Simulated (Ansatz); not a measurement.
Geometry optimisation, RKS PBE/def2-mTZVP (Ansatz 0.2.0).

Input:

```yaml
crystal:
  periodic: [false, false, false]
  atoms:
    - { symbol: "N", position_ang: [-1.6939, 0.5013, 1.0468] }
    - { symbol: B, position_ang: [-0.4678, -0.0234, 0.4411] }
    - { symbol: C, position_ang: [0.4326, -1.2289, 0.0997] }
    - { symbol: Sn, position_ang: [1.6464, 0.275, -0.7155] }
    - { symbol: Cl, position_ang: [0.9894, 0.8844, -2.9224] }
    - { symbol: H, position_ang: [-1.40521, 1.07327, 1.95027] }
    - { symbol: H, position_ang: [-2.22287, -0.30476, 1.455] }
    - { symbol: H, position_ang: [0.9495, -1.6721, 1.0133] }
    - { symbol: H, position_ang: [0.0214, -1.9135, -0.579] }
    - { symbol: H, position_ang: [2.4573, 1.4168, 0.2915] }
basis:
  gaussian: { orbitals: def2-mTZVP }
hamiltonian:
  xc: pbe
relax:
  f_tol: 0.015
  max_steps: 40
```

Command:

```bash
$ ansatz run input.yaml --threads 2 --pin off --max-ram 3072MiB --backend cpu --events-out ev --progress --plain --runs-dir out
```

Task: Where does it end, and by what steps?

Result: It did not converge within its limit. After 39 steps the energy has fallen by 3.937 eV; H10 moved furthest, 3.05 Å. Parted: Sn4–H10 (1.72 → 3.44 Å). Joined: B2–H10 (3.26 → 1.21 Å).

```csv
step,energy less start (eV),largest force component (eV/Å),accepted
0,0.0000,2.560,yes
2,-1.1306,2.186,yes
4,-2.0530,1.772,yes
6,-2.4518,0.416,yes
8,-2.6481,0.496,yes
10,-2.8961,0.997,yes
12,-3.3554,0.749,yes
14,-3.4911,0.563,yes
16,-3.6474,0.265,yes
18,-3.7308,0.293,yes
20,-3.7870,0.721,yes
22,-3.8297,0.317,yes
24,-3.8585,0.184,yes
26,-3.8781,0.274,yes
28,-3.8918,0.187,yes
30,-3.8951,0.060,yes
32,-3.8994,0.168,yes
34,-3.9036,0.071,yes
36,-3.9037,0.298,no
38,-3.9253,0.133,yes
39,-3.9371,0.139,yes
```

```xyz
10
Properties=species:S:1:pos:R:3
N -0.805 0.809 0.663
B 0.112 -0.158 1.222
C 0.741 -1.192 0.287
Sn 1.362 0.632 -1.003
Cl -0.394 0.145 -2.679
H -1.182 1.584 1.212
H -1.356 0.618 -0.183
H 1.550 -1.811 0.688
H 0.113 -1.745 -0.430
H 0.565 0.127 2.304
```

The run took 69 s on 2 threads of Intel(R) Xeon(R) 6975P-C (Granite Rapids) (shared host), peak memory 0.2 GiB.
